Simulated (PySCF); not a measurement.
## Sm(II) with more and more NH3

Computed with PySCF 2.14.0, PBE0, def2-SVP on the ligands, density fitting, scalar-relativistic core potentials, no spin-orbit coupling, vacuum. The metal has lcecp-0-SVP with ECP52. Each complex is relaxed within the symmetry of its template. Distances are means of the shortest metal–ligand contacts, charges and spins Mulliken's; removal energies are rigid, with the ligand's formal charge and no counterpoise, so too large; for an anion taken off a cation in vacuum most of it is the attraction of opposite charges, and multiply charged cations can part far more cheaply with an electron moved from ligand to metal. lcecp potentials hold a fixed number of 4f electrons in the core, out of states, spins and gaps.

```
     complex  point group  M–NH3 (Å)  charge on M (e)  removal of one NH3 (eV)  unstable modes (below −25 cm⁻¹)
 [Sm(NH3)]2+          C3v      2.599             1.72                     2.63                                0
[Sm(NH3)3]2+           C1      2.680             1.31                     2.01                        not given
```

Q: What does the calculation give for [Sm(NH3)2]2+?

A: point group: Cs, M–NH3 (Å): 2.636, charge on M (e): 1.49, removal of one NH3 (eV): 2.29, unstable modes (below −25 cm⁻¹): 1 (soft).
```xyz
9

Sm   -0.0134   -1.3008   -0.0001
N     0.0021    0.2007    2.1665
H     0.8154    0.8222    2.2637
H    -0.7982    0.8389    2.2637
H    -0.0033   -0.3215    3.0525
N     0.0021    0.2012   -2.1663
H     0.8068    0.0536   -2.7893
H    -0.8055    0.0702   -2.7893
H     0.0125    1.2158   -2.0015
```

The more ligands, the longer each bond and the weaker the last ligand is held.

Members with unstable modes aren't minima as they stand: saddle points kept by symmetry or, where the modes are soft, flat surfaces and noise. Moved off a saddle point of the template and relaxed again: [Sm(NH3)2]2+, [Sm(NH3)3]2+. One start shape was tried for each, so a minimum needn't be the lowest isomer.
